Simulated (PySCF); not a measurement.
A run for PySCF: R-HF/3-21G on AlH4NO2 (SMILES [NH2][Al]([OH])[OH]), a point of a torsion scan.

```python
from pyscf import gto, scf, dft, mp
from pyscf.data.elements import chemcore

mol = gto.M(
    atom='''
    N     1.57989172   -0.18098382   -0.04438833
    Al    0.08988781    0.62338813   -0.66027375
    O    -1.00763167    1.22519905    0.42700003
    O    -0.20287776    0.80897153   -2.28054104
    H     2.39130463    0.40401738    0.10574488
    H     1.45307449   -0.70138138    0.81556086
    H    -1.83531630    1.66214698    0.56694675
    H     0.09542940    0.61359389   -3.15613189
    ''',
    basis='3-21g',
    charge=0, spin=0, verbose=3, max_memory=1800)
mf = scf.RHF(mol)
mf.conv_tol = 1e-8
mf.max_cycle = 100
mf.kernel()
if not mf.converged:
    mf = mf.newton().run(mf.mo_coeff, mf.mo_occ)
```

Program output:

```
converged SCF energy = -446.107199343502
```

The calculation finished and met its thresholds.

Cost: about 0.4 core-seconds (a rough figure).
